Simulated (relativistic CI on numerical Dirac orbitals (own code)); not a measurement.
**Energy levels of Cd³⁰⁺**

These numbers are calculated, not measured: Dirac-Coulomb-Breit CI, orbitals from a KLI potential per configuration, a model potential for QED, unscaled Slater integrals (own radial code, finite nucleus).

CI space (outside the closed core [Ne]): 3s2 3p6, 3s2 3p5 3d, 3s 3p6 3d, 3s2 3p5 4s, 3s2 3p5 4p, 3s2 3p5 4d, 3s 3p6 4s, 3p6 3d 4p, 3p6 3d2, 3p5 3d3, 3p5 3d2 4s, 3p5 3d2 4p, 3p5 3d2 4d, 3p6 3d 4s, 3p5 3d 4s2, 3p5 3d 4s 4p, 3p5 3d 4s 4d. Double excitations out of closed p, d and f shells are left out; levels of such configurations are missing from the list, as are those of other unlisted configurations, and high levels can miss mixing partners.

```tsv
No.	Configuration	Term	J	E (10³ cm⁻¹)	%	Next component (%)	Landé g
1	3s2 3p6	1S	0	0.0	100		
2	3s2 3p5 3d	3P°	0	1075.6	100		
3	3s2 3p5 3d	3P°	1	1108.3	85	15 3D°	1.347
4	3s2 3p5 3d	3F°	3	1151.6	64	28 1F°	1.075
5	3s2 3p5 3d	3D°	2	1162.9	49	32 3P°	1.185
6	3s2 3p5 3d	3F°	4	1194.8	100		1.246
7	3s2 3p5 3d	1D°	2	1217.4	48	35 3P°	1.113
8	3s2 3p5 3d	3D°	3	1275.0	66	33 1F°	1.217
9	3s2 3p5 3d	3D°	1	1369.9	71	16 1P°	0.703
10	3s2 3p5 3d	3F°	2	1491.2	65	28 1D°	0.790
11	3s2 3p5 3d	3D°	2	1574.9	46	33 3P°	1.228
12	3s2 3p5 3d	1F°	3	1595.5	39	35 3F°	1.112
13	3s2 3p5 3d	1P°	1	1745.0	84	14 3D°	0.938
14	3s 3p6 3d	3D	1	2418.4	100		0.495
15	3s 3p6 3d	3D	2	2437.1	92	8 1D	1.148
16	3s 3p6 3d	3D	3	2494.4	100		1.330
17	3s 3p6 3d	1D	2	2573.0	91	8 3D	1.010
18	3p6 3d2	3F	2	4908.7	88	12 1D	0.708
19	3p6 3d2	3F	3	4971.5	100		1.079
20	3p6 3d2	3P	0	5003.4	90	10 1S	
21	3p6 3d2	3F	4	5016.6	81	19 1G	1.197
22	3p6 3d2	3P	2	5028.4	45	45 1D	1.191
23	3p6 3d2	3P	1	5043.9	100		1.497
24	3p6 3d2	1G	4	5094.4	81	19 3F	1.045
25	3p6 3d2	3P	2	5112.5	54	43 1D	1.256
26	3p6 3d2	1S	0	5249.2	90	10 3P	
27	3p5 3d3	5F°	2	5955.0	39	29 5D°	1.157
28	3p5 3d3	5D°	1	5959.4	53	28 5F°	0.982
29	3p5 3d3	5D°	0	5973.7	92	8 3P°	
30	3p5 3d3	5F°	3	5979.6	51	25 5D°	1.258
31	3p5 3d3	5F°	4	6006.3	51	25 5G°	1.303
32	3p5 3d3	5S°	2	6013.0	61	14 5P°	1.826
33	3p5 3d3	5D°	3	6026.2	32	19 3F°	1.188
34	3p5 3d3	3F°	2	6031.3	37	34 5D°	1.055
35	3p5 3d3	5G°	5	6036.5	44	40 5F°	1.293
36	3p5 3d3	5D°	1	6037.4	36	31 3D°	0.741
37	3p5 3d3	5D°	4	6050.2	47	26 3F°	1.322
38	3p5 3d3	3G°	3	6059.9	48	30 3F°	0.958
39	3p5 3d3	5G°	6	6065.5	62	30 3H°	1.254
40	3p5 3d3	3G°	4	6085.0	45	15 3F°	1.103
41	3p5 3d3	3D°	2	6103.3	26	24 3P°	1.244
42	3p5 3d3	3D°	3	6104.6	25	25 5D°	1.241
43	3p5 3d3	3P°	0	6107.1	61	29 1S°	
44	3p5 3d3	5F°	5	6109.6	35	33 3G°	1.265
45	3p5 3d3	3F°	2	6113.6	31	24 3D°	1.055
```

Energies count from the lowest computed level; ° marks odd parity.

The mean weight of the leading LS term, summed over parents, in these 45 levels is 65 %, and that of the leading jj configuration (from the same eigenvectors) 79 %, so jj coupling describes them better and the LS labels are nominal.

At this charge energies of transitions that change n are usually good to better than 1 %, and those within a shell (Δn = 0) to a few per cent.

LS names give the leading component of a level, which can be under half, so a name can repeat, a term be missing and a line seem to break the LS rules.
